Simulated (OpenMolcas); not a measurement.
Ni2+ among 4 point charges of -0.98 e arranged as a tetrahedron (Td), 1.88 Å from the ion.
```
   1.0854    1.0854    1.0854  -0.98
   1.0854   -1.0854   -1.0854  -0.98
  -1.0854    1.0854   -1.0854  -0.98
  -1.0854   -1.0854    1.0854  -0.98
```

```yaml
Program: OpenMolcas
Method: "SS-CASPT2, IPEA 0.25 Eh, imaginary shift 0.1 Eh (closed shells correlated: 3s 3p)"
Basis: ANO-RCC-VTZP [6s5p3d2f1g]
Scalar_Hamiltonian: DKH2, point nucleus
Active_space: 8 electrons in 5 orbitals (3d)
State_averaging: 2S+1 = 3 even, 10 roots; 2S+1 = 1 even, 15 roots
Spin-orbit_coupling: RASSI with atomic mean-field integrals over the reference wave functions
```

Question: What is the spin-free ground state (labels of Td)?

Answer: 3T1, 3-fold in its orbital part, 100 % from free-ion F terms; it has the highest spin that d8 allows.

Question: Where is the first state of the same spin?

Answer: 3T2 at 475 cm-1 above the ground state. The two act as a nearly degenerate pair, with unquenched orbital momentum.

Question: What are the lowest two levels with spin-orbit coupling?

Answer: A 1-fold level A1, then a 3-fold level T1 140 cm-1 above it. Their leading multiplicities are 3 (100 %) and 3 (100 %).

Question: What is χT at 300 K, and how does it compare with the textbook value?

Answer: The lowest level has 2S+1 = 3, for which the spin-only value is χT = S(S+1) / 2 = 1.000 cm3 K/mol (g = 2). The computed 3.572 at 300 K differs by +2.572, through orbital momentum, spin-orbit coupling and any other state in reach. With a threefold ground state the orbital momentum is unquenched, so the spin-only value is not expected to hold.

Roots that are degenerate in the reference are averaged as groups; the widest CASPT2 spread within a group is 670 cm-1 (the 3-fold group of multiplicity 1 near 23100 cm-1 above the lowest state of its run). Shifts and gaps below about the spread of the groups concerned are not significant. An orbital triplet at a regular site is open to Jahn-Teller coupling, which can distort the site and quench the lowest spin-orbit gaps and is left out. The ground term spreads over less than 5000 cm-1, several times less than with real ligands, so orbital moments are less quenched and χT lies further from the spin-only value than at real sites. Free-ion shares, where given, are those of the reference states; single-state CASPT2 does not remix them. This is an electrostatic model: the charges have no orbitals. No measured value stands beside these numbers.
